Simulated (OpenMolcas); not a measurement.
Sm III: effect of the active space

- Program: OpenMolcas
- Method: CASSCF or its RAS form
- Basis: ANO-RCC-VTZP
- Scalar Hamiltonian: DKH2, point nucleus
- Spin-orbit coupling: state interaction with AMFI integrals over the reference wave functions, term energies averaged over their components

A. 6 electrons in 7 orbitals (4f); 2S+1 = 7 even, 7 roots; 2S+1 = 5 even, 140 roots (126 in the spin-orbit step); 2S+1 = 3 even, 588 roots (308 in the spin-orbit step); 2S+1 = 1 even, 490 roots (173 in the spin-orbit step); cost about 18 core-minutes
B. 6 electrons in 14 orbitals (RAS2 4f; RAS3 5f, at most 2 electrons); 2S+1 = 7 even, 7 roots; 2S+1 = 5 even, 42 roots kept (CI in the orbitals of an earlier block); cost about 20 core-minutes

Energies in cm-1 above 4f6 7F0, the measured ground level; measured values from Martin, Zalubas and Hagan, Atomic Energy Levels: The Rare-Earth Elements, NSRDS-NBS 60 (1978).

```
  Level      A      B  Measured
4f6 7F0    0.0    0.0       0.0
4f6 7F1    287    296       293
4f6 7F2    814    852       814
4f6 7F3   1522   1608      1493
4f6 7F4   2361   2486      2278
4f6 7F5   3289   3410      3132
4f6 7F6   4279   4310      4027
4f6 5L6  25706  25281          
4f6 5L7  26515  25826
```

Deviations, from unrounded energies. A percentage is the sum of absolute deviations over the sum of measured energies, with the sign that they share, or ± where signs differ.

```tsv
Against measurement	Levels	A	B
mean absolute deviation (cm-1)	6	88	150
fine structure of the ground term (%)	6	±4.4	+7.7
```

A lies closest to measurement on these levels. The largest miss of A in the table is 4f6 7F6, by +250 cm-1. The ranking rests on the paired levels alone, and a cruder setting can come out closer through cancelling errors.

The spin-orbit steps hold different terms of 4f6 (B lacks among others 1D, 1F, 1G, 1H, 1I), which shifts levels as well.

Between A and B the level of the table that moves most is 4f6 5L7, by 690 cm-1 (lowest in B, highest in A).

High states are left out of the spin-orbit mixing, which shifts the levels that they would mix with. Without dynamic correlation excited terms often stand tens of per cent too high (terms of higher spin than the ground term too low), and those without a measured partner can miss by more than the paired ones. Terms from blocks run as CI alone lack orbitals of their own (holds for B). Active for correlation alone: 5f; no level in the range computed is led by a configuration that fills it, so any true level of that kind is missing (holds for B). Computed and measured levels are paired by configuration, term and J; levels that our copy of the source lacks, or whose pairing is in doubt (as where it misses far off the trend of its configuration), stay unpaired and out of the deviations. Levels of configurations outside the active space are missing. Levels that lie high or do not pair safely by name in every column are left out.
